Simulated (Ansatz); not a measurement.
Consider the isomerisation: `C=[C]([SiH3])[GeH3]` → `C[SiH]1[CH2][GeH2]1`.

Isolated molecules relaxed with PBE0-D4/def2-TZVP in Ansatz; ΔE leaves out vibrations. CCSD(T)/CBS is the MP2 limit (def2-TZVPP, def2-QZVPP) plus CCSD(T) − MP2 in def2-TZVPP, frozen cores. DFT in def2-TZVPP. B3LYP here is the variant with VWN-RPA as its local correlation; programs differ in this. For Ge outer-core shells are correlated without core-valence functions, which leaves a few kJ/mol of doubt a bond. Scalar relativity is left out up to krypton.

```json
{"level": "PBE-D4", "ΔE (kcal/mol)": "-13.1", "difference from CCSD(T)/CBS": "-4.7"}
{"level": "r2SCAN-D4", "ΔE (kcal/mol)": "-12.3", "difference from CCSD(T)/CBS": "-3.9"}
{"level": "PBE0-D4", "ΔE (kcal/mol)": "-13.3", "difference from CCSD(T)/CBS": "-4.9"}
{"level": "ωB97M-V", "ΔE (kcal/mol)": "-9.1", "difference from CCSD(T)/CBS": "-0.7"}
{"level": "B2PLYP", "ΔE (kcal/mol)": "-7.0", "difference from CCSD(T)/CBS": "1.4"}
{"level": "PBE", "ΔE (kcal/mol)": "-13.5", "difference from CCSD(T)/CBS": "-5.1"}
{"level": "r2SCAN", "ΔE (kcal/mol)": "-12.4", "difference from CCSD(T)/CBS": "-4.0"}
{"level": "PBE0", "ΔE (kcal/mol)": "-13.6", "difference from CCSD(T)/CBS": "-5.2"}
{"level": "B3LYP", "ΔE (kcal/mol)": "-6.8", "difference from CCSD(T)/CBS": "1.6"}
{"level": "MP2/def2-TZVPP", "ΔE (kcal/mol)": "-8.9", "difference from CCSD(T)/CBS": "-0.5"}
{"level": "SCS-MP2/def2-TZVPP", "ΔE (kcal/mol)": "-5.1", "difference from CCSD(T)/CBS": "3.3"}
{"level": "CCSD/def2-TZVPP", "ΔE (kcal/mol)": "-6.0", "difference from CCSD(T)/CBS": "2.4"}
{"level": "MP2/def2-QZVPP", "ΔE (kcal/mol)": "-9.8", "difference from CCSD(T)/CBS": "-1.4"}
{"level": "SCS-MP2/def2-QZVPP", "ΔE (kcal/mol)": "-6.0", "difference from CCSD(T)/CBS": "2.4"}
{"level": "MP2/CBS(def2)", "ΔE (kcal/mol)": "-10.7", "difference from CCSD(T)/CBS": "-2.3"}
{"level": "CCSD/CBS(def2)", "ΔE (kcal/mol)": "-7.9", "difference from CCSD(T)/CBS": "0.5"}
{"level": "CCSD(T)/CBS", "ΔE (kcal/mol)": "-8.4", "difference from CCSD(T)/CBS": "0"}
```

Largest T1 diagnostic among the species: 0.012.

In def2-TZVPP, CCSD(T) changes the Hartree–Fock value by −8.4 kcal/mol (the triples alone add −0.5 kcal/mol) and MP2 by −10.6 kcal/mol.
